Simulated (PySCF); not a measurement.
# One molecule, several mistakes: AlBH3N2

Calculated results; nothing here was measured. They come from PySCF 2.14.0, an open-source quantum chemistry program, on an isolated molecule that a program drew, which may never have been made. The molecule is AlBH3N2 (charge 0, doublet), drawn as the SMILES string `NB=[N][AlH]`.

Each row is a Hartree-Fock (HF) and frozen-core CCSD(T) single point in the cc-pV(D+d)Z basis, meant for a local HF minimum. Run 1 is clean. Each other run has one planted mistake out of seven kinds, and not every kind appears here: one electron removed, one electron added, multiplicity raised by two, geometry at a saddle point, minimal basis STO-3G, one bond length entered in bohr, all coordinates scaled. The reference is restricted for singlets and unrestricted otherwise, and also for a bond in bohr. Adding or removing an electron swaps singlet and doublet. Electrons count all cores. HOMO and LUMO are orbital energies over both spins, the gradient is its largest component, and the lowest frequency (negative if imaginary) is given only where the gradient is small. Bond lengths are over the 6 bonds as drawn. T1 is the CCSD diagnostic: over 0.02 (restricted) or 0.045 (unrestricted) a single reference is doubtful.

Geometry of the clean run:
```xyz
7
AlBH3N2, angstrom
N    -0.2810    2.4488   -1.7986
B    -0.0976    1.2109   -1.1991
N     0.0546    0.0948   -0.6322
Al    0.3834   -1.4246    0.1863
H    -1.0859    2.6213   -2.3649
H     0.5047    3.0197   -2.0328
H    -0.7830   -2.5114    0.2968
```

| run | electrons | basis functions | <S^2> | HOMO (eV) | LUMO (eV) | gradient (hartree/bohr) | lowest frequency (cm^-1) | mean bond (Å) | longest bond (Å) | T1 | HF (hartree) | CCSD(T) (hartree) | mistake |
|---|---|---|---|---|---|---|---|---|---|---|---|---|---|
| 1 | 35 | 80 | 0.755 | -7.45 | 1.69 | 1.8e-05 | 94 | 1.3336 | 1.757 | 0.0163 | -377.31533 | -377.80463 | no fault |
| 2 | 35 | 80 | 0.759 | -7.75 | 1.49 | 5.5e-02 | - | 1.4123 | 1.861 | 0.0188 | -377.29001 | -377.79337 | all coordinates scaled |
| 3 | 36 | 80 | 0.000 | 0.40 | 7.20 | 5.4e-02 | - | 1.3336 | 1.757 | 0.0176 | -377.27237 | -377.79878 | one electron added |
| 4 | 35 | 80 | 1.796 | -7.82 | 0.08 | 1.9e-02 | - | 1.4818 | 1.888 | 0.0309 | -377.15988 | -377.62001 | one bond length entered in bohr |
| 5 | 34 | 80 | 0.000 | -15.23 | -6.10 | 7.0e-02 | - | 1.3336 | 1.757 | 0.0189 | -377.06568 | -377.55156 | one electron removed |
| 6 | 35 | 80 | 3.765 | -4.40 | -1.27 | 8.3e-02 | - | 1.3336 | 1.757 | 0.0310 | -377.15730 | -377.61701 | ? |

**Which mistake was planted in run 6, and what did it cost?**

Electrons, basis and geometry are unchanged, and <S^2> is 3.765, beside S(S+1) = 3.75 for a multiplicity of 4. So the mistake is: multiplicity raised by two. Subtracting run 1 and multiplying by 627.51 kcal/mol a hartree, the energy moved by 99.2 kcal/mol in HF and 117.7 kcal/mol in CCSD(T).

Cautions from the logs. Run 3: the HOMO is above zero, so the electron isn't bound and the energy depends on the basis.
